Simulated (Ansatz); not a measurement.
One geometry of the cluster Ag₄O₃⁻, several levels of theory.

```yaml
crystal:
  periodic: [false, false, false]
  atoms:
    - {symbol: Ag, position_ang: [-1.915693, -0.411279, 1.145721]}
    - {symbol: Ag, position_ang: [0.074888, 1.131556, 1.953911]}
    - {symbol: Ag, position_ang: [0.319767, -0.213438, -0.688852]}
    - {symbol: Ag, position_ang: [3.365820, 1.639955, -0.391815]}
    - {symbol: O, position_ang: [-2.239676, -1.683967, -0.815793]}
    - {symbol: O, position_ang: [-1.165700, -1.519619, -1.577219]}
    - {symbol: O, position_ang: [1.560604, 1.056782, 0.374048]}
basis:
  gaussian: {orbitals: def2-TZVPD, initial_orbitals: start.molden}
total_charge: -1
magnetization: {spin_polarized: true, initial_magnetization: 1}
hamiltonian: {xc: pbe, dispersion: d4}
scf: {omitted_lower_state_checks: [starts]}
output: {forces: true, orbitals: {seedname: orbitals}}
```

The file start.molden holds the orbitals of an earlier run on this structure, at another level or in another basis.

```sh
$ ansatz run in.yaml --threads 4 --pin off --events-out ev --progress --plain --max-ram 4787MiB
```

Output, abridged:

```
Functional definition: PBE
1964 factors; their error is unknown
mean field evaluation 1: about -22138.4681 eV, gradient 8.2e0 eV
mean field evaluation 2: about -22138.8737 eV, gradient 6.1e-1 eV
mean field evaluation 4: about -22138.8959 eV, gradient 2.6e-1 eV
mean field evaluation 8: about -22138.8988 eV, gradient 1.6e-5 eV
mean field -22138.89883327 eV, -813.5895258380 hartree, gradient 8.5e-6 eV, S^2 0.757904; 0 other end points of the search recorded, 0 dependent functions left out
reference -22138.89888179 eV, -813.5895276213 hartree; 51, 50 occupied and 229, 230 virtual orbitals, 1964 factors
Total energy: -22139.27748060 eV, -813.6034408708 hartree
Atom 0 at    -1.915693    -0.411279     1.145721 Å, force     0.004961    -0.000372    -0.004219 eV/Å
Atom 1 at     0.074888     1.131556     1.953911 Å, force     0.009075    -0.006747    -0.020707 eV/Å
Atom 2 at     0.319767    -0.213438    -0.688852 Å, force     0.022136     0.022443     0.016527 eV/Å
Atom 3 at     3.365820     1.639955    -0.391815 Å, force    -0.074102    -0.026703     0.027939 eV/Å
Atom 4 at    -2.239676    -1.683967    -0.815793 Å, force    -0.159194    -0.017781     0.123416 eV/Å
Atom 5 at    -1.165700    -1.519619    -1.577219 Å, force     0.186689     0.046016    -0.099101 eV/Å
Atom 6 at     1.560604     1.056782     0.374048 Å, force     0.010435    -0.016856    -0.043856 eV/Å
Dipole moment:     0.344126     0.295607     0.183788 e Å
Checks for a lower state left out: starts
```

Run time 13 s (4 threads of Arm Neoverse V1 on a shared host), peak host memory 0.63 GiB.

First input, but with `hamiltonian: {xc: pbe0, dispersion: d4}`, `output: {orbitals: {seedname: orbitals}}` (abridged; 39 s):

```
Functional definition: PBE0
mean field -22135.25226541 eV, -813.4555169411 hartree, gradient 1.4e-5 eV, S^2 0.965172
Total energy: -22135.57918683 eV, -813.4675310816 hartree
Checks for a lower state left out: starts
```

First input, but with `hamiltonian: {xc: r2scan, dispersion: d4}`, `output: {orbitals: {seedname: orbitals}}` (abridged; 36 s):

```
Functional definition: r2SCAN
mean field evaluation 16: about -22145.7862 eV, gradient 1.2e-5 eV
mean field -22145.78620206 eV, -813.8426319728 hartree, gradient 3.9e-6 eV, S^2 0.890526
Total energy: -22145.86980559 eV, -813.8457043458 hartree
Checks for a lower state left out: starts
```

First input, but with `hamiltonian: {xc: {name: B3LYP}, dispersion: d4}`, `output: {orbitals: {seedname: orbitals}}` (abridged; 97 s):

```
Functional definition: B3LYP
mean field evaluation 16: about -22148.4664 eV, gradient 1.6e-5 eV
mean field -22148.46644634 eV, -813.9411291331 hartree, gradient 7.4e-6 eV, S^2 0.761936
Total energy: -22149.09490658 eV, -813.9642246212 hartree
Checks for a lower state left out: starts
```

First input, but with `hamiltonian: {xc: pbe}`, `correlation: {method: rpa}` and without the key `output` (abridged; 35 s):

```
Functional definition: PBE
mean field -22138.89877995 eV, -813.5895238786 hartree, gradient 3.4e-6 eV, S^2 0.757904
3 core orbitals not correlated: weight in the atoms' cores, before any rotation towards them, 1.000 or more for the frozen orbitals, at most 0.000 for the correlated occupied ones
Total energy: -22110.88037889 eV, -812.5598666312 hartree
Checks for a lower state left out: starts
```

The first input with `correlation: {method: mp2}`, `output: {orbitals: {seedname: orbitals}}` and without the key `hamiltonian` (abridged; 36 s):

```
Functional definition: HF
mean field -22015.33176105 eV, -809.0485196907 hartree, gradient 8.5e-6 eV, S^2 1.818514
3 core orbitals not correlated: weight in the atoms' cores, before any rotation towards them, 1.000 or more for the frozen orbitals, at most 0.000 for the correlated occupied ones
second order -72.83604036 eV of doubles, -0.00000000 eV of singles
Total energy: -22088.16780141 eV, -811.7251948040 hartree
Checks for a lower state left out: starts
```

First input, but with `gaussian: {orbitals: STO-3G}`, `hamiltonian: {xc: hf}`, `output: {orbitals: {seedname: orbitals}}` (abridged; 44 s):

```
Functional definition: HF
mean field evaluation 16: about -566205.9280 eV, gradient 1.4e0 eV
mean field evaluation 32: about -566210.5316 eV, gradient 1.9e-5 eV
mean field -566210.53162336 eV, -20807.8532458759 hartree, gradient 7.1e-6 eV, S^2 3.606284
Total energy: -566210.53162336 eV, -20807.8532458759 hartree
Checks for a lower state left out: starts
```

Geometry: PBE-D4/def2-SVPD.

In the def2 sets Ag takes a core potential, while STO-3G treats all electrons; there is no spin–orbit coupling. B3LYP takes the VWN-RPA correlation. Correlated methods freeze 3 core orbitals; core or outer-core shells of Ag are correlated, in sets that lack core-valence functions. The structure holds 1 bond(s) between oxygen atoms. At PBE0-D4/def2-TZVPD, r2SCAN-D4/def2-TZVPD, MP2/def2-TZVPD, HF/STO-3G the charge -1 doublet is spin-contaminated (final ⟨S²⟩ up to 3.61, 0.75 for a pure state). At HF/STO-3G the highest occupied level of the charge -1 doublet lies above zero (up to 1.50 eV). In Hartree–Fock with STO-3G the lack of diffuse functions raises the level. No other spin state of charge -1 was run. Another isomer (doublet) lies 0.91 eV lower at PBE0-D4/def2-TZVPD; other spin states weren't run for this one.
